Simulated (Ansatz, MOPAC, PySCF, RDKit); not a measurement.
Complex: CH4 (SMILES C) (first 5 atoms) with CH5N (SMILES CN); geometry from B3LYP-D3(BJ)/def2-TZVP, rigid monomers moved along the line of their centres of mass till H3···N7 is 3.64 Å.
(charge 0, multiplicity 1):
```xyz
12

C      0.065     0.020     0.070
H      0.933    -0.637     0.012
H     -0.466    -0.154     1.006
H      0.398     1.057     0.024
H     -0.594    -0.183    -0.773
C      0.395     0.024     4.841
N     -0.989    -0.383     4.599
H      0.565     1.003     4.391
H      1.067    -0.678     4.346
H      0.684     0.083     5.899
H     -1.637     0.262     5.034
H     -1.170    -1.298     4.993
```

Monomers are frozen at their geometry in the pair; levels with a basis set take the counterpoise correction. Rows marked so take none. RDKit's UFF carries no charges.

Rows in 3-21G, 6-31G* carry no dispersion term and start afresh at each structure (6-31G* with six Cartesian d functions). The state that PM3 reach isn't checked.

Codes used: Ansatz (a first-principles code); MOPAC for PM3 (differences of heats of formation); PySCF for 3-21G rows, 6-31G* rows; RDKit for the force fields. Values without a source in brackets are computed.

| level | interaction energy (meV) |
|---|---|
| UFF | -16.6 |
| PM3 | -2.1 |
| HF/aug-cc-pVDZ | -6.8 |
| B3LYP/3-21G (no counterpoise) | -21.8 |
| B3LYP/6-31G* (no counterpoise) | -20.5 |
| B3LYP/def2-TZVPPD | -4.0 |
| PBE0/def2-TZVPPD | -13.9 |
| M06-2X/6-31G* (no counterpoise) | … |
| wB97M-V/def2-TZVPPD | … |

Problem. Some entries are withheld; supply them.

Solution. 
- M06-2X/6-31G* (no counterpoise), interaction energy (meV): -30.3
- wB97M-V/def2-TZVPPD, interaction energy (meV): -21.2
